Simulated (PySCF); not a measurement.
A structure optimised at PBE0-D3(BJ)/def2-SVP, used in a PySCF frequency run:

```
C
C 1 1.3455
H 1 1.0985 2 118.20
H 2 1.1030 1 118.62 3 179.86
B 1 1.5727 3 116.96 2 179.84
O 5 1.3575 1 117.83 3 -1.29
H 6 0.9639 5 111.51 1 -179.95
O 5 1.3639 6 118.55 7 0.05
H 8 0.9615 5 113.16 6 179.67
Si 2 1.8724 4 116.57 9 -178.51
H 10 1.4933 2 109.23 4 179.97
H 10 1.4964 11 109.49 3 -121.12
H 10 1.4964 11 109.49 12 -117.55
```
Charge 0, spin multiplicity 1.

Task: Write its SMILES and formula.

Result: OB(O)/C=C/[SiH3], C2H7BO2Si

Task: What are its rotational constants (standard atomic weights)?

Result: 8.2269, 1.0773, 0.96326 GHz
